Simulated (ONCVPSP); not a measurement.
calcium, ONCV: configuration errors across variants

- Element: Ca
- Generator: ONCVPSP 4.0.1
- Type: optimised norm-conserving Vanderbilt (ONCV)
- Functional: PBE
- Relativity: scalar-relativistic
- Frozen core: [Ne]
- Valence charge: 10
- Reference configuration: 3s2 3p6 (charge +2)
- Partial waves: 3s: rc 1.75 bohr, ncon 4, nbas 8, qcut 6.1 1/bohr, 2 projectors, debl 2.7 Ha; 3p: rc 1.75 bohr, ncon 4, nbas 8, qcut 8.9 1/bohr, 2 projectors, debl 2.7 Ha; d scattering state at 0.28 Ha: rc 1.70 bohr, ncon 4, nbas 7, qcut 5.9 1/bohr, 1 projector
- Local potential: polynomial inside 1.35 bohr (lpopt 5, dvloc0 0 Ha)
- Core correction: Teter function, fcfact 3.75, rcfact 1.65

In the d channel the program set the typed energies aside and used -0.586 Ha.

All-electron excitation energies from the reference (eV): (1) 3s2 3p6 4s2 -18.130; (2) 3s2 3p6 4s1 -11.820; (3) 3s2 3p6 4s1.5 -15.626; (4) 3s2 3p6 4p2 -13.178.

Errors AE − PS in meV (a dash: test not solved or not reliable):

| change | (1) | (2) | (3) | (4) | bound ghosts | GHOST(+) flags above zero |
| --- | --- | --- | --- | --- | --- | --- |
| base | 0.0 | +0.3 | +0.2 | +0.7 | none | none |
| s: rc 1.32; local potential polynomial inside 1.32 bohr (lpopt 5, dvloc0 0 Ha) | +0.3 | +0.3 | +0.3 | +0.7 | none | none |
| s: rc 1.58 | -0.1 | +0.2 | 0.0 | +0.7 | none | none |
| s: rc 1.74 | 0.0 | +0.3 | +0.1 | +0.7 | none | none |
| s: rc 2.24 | +0.9 | +1.0 | +1.0 | +0.8 | none | none |
| s: rc 2.5 | +3.7 | +2.7 | +3.3 | +0.9 | none | none |

(1) Give the same row for: s: rc 1.94.

## Answers

(1) -0.4, +0.1, -0.2, +0.8; bound ghosts: none; GHOST(+) flags above zero: none.
